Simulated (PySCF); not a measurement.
Cartesian coordinates (Å):
```xyz
5

C      1.2407     0.1044    -0.1834
C      0.0833    -0.1928    -0.3270
S     -1.4889    -0.7399    -0.5486
H      2.2605     0.3798    -0.0544
H     -2.0956     0.4486    -0.3741
```
Charge 0, multiplicity 1.

### Question
Estimate the LUMO, HOMO–LUMO gap and HOMO that PBE0-D3(BJ)/def2-TZVP run with PySCF returns for this input.

### Answer

```json
{
 "LUMO": "-0.31 eV",
 "HOMO–LUMO gap": "6.65 eV",
 "HOMO": "-6.97 eV"
}
```
